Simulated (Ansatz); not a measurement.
Relaxation of BH6N3 (10 atoms, charge 0, multiplicity 1), to a largest force component of 0.02 eV/Å in at most 40 steps.

All numbers below come from Ansatz 0.2.0, RKS PBE0/def2-SVP.

```xyz
10
Properties=species:S:1:pos:R:3
B 0.000 0.000 0.000
N 0.000 0.000 1.550
H -0.877 -0.271 2.080
H 0.877 0.271 2.080
N 1.342 0.000 -0.775
H 1.809 -0.918 -1.027
H 1.794 0.918 -1.053
N -1.342 0.000 -0.775
H -2.011 -0.816 -0.676
H -1.591 0.816 -1.404
```

Problem. Where does it end, and by what steps?

Solution. The run converged. The force dipped under the threshold on the way, but the program's further checks kept it going. After 12 steps the energy has fallen by 2.222 eV; H6 moved furthest, 1.33 Å.

| step | energy less start (eV) | largest force component (eV/Å) | accepted |
| --- | --- | --- | --- |
| 0 | 0.0000 | 2.592 | yes |
| 1 | -1.0993 | 1.149 | yes |
| 2 | -1.4919 | 0.866 | yes |
| 3 | -1.7198 | 0.752 | yes |
| 4 | -1.8777 | 0.753 | yes |
| 5 | -2.0093 | 0.642 | yes |
| 6 | -2.1215 | 0.414 | yes |
| 7 | -2.1898 | 0.253 | yes |
| 8 | -2.2098 | 0.446 | yes |
| 9 | -2.2205 | 0.054 | yes |
| 10 | -2.2218 | 0.012 | yes |
| 11 | -2.2220 | 0.046 | yes |
| 12 | -2.2221 | 0.016 | yes |

```xyz
10
Properties=species:S:1:pos:R:3
B 0.003 0.001 0.002
N -0.014 0.155 1.426
H -0.844 -0.030 1.970
H 0.830 0.070 1.974
N 1.248 0.054 -0.703
H 1.289 0.097 -1.711
H 2.086 0.411 -0.268
N -1.217 -0.207 -0.712
H -2.113 -0.308 -0.261
H -1.269 -0.243 -1.718
```

Whether the end is a true minimum wasn't checked by a vibrational analysis.

Run time: 45 s on 1 thread of Arm Neoverse V1 (shared host), peak memory 0.16 GiB.
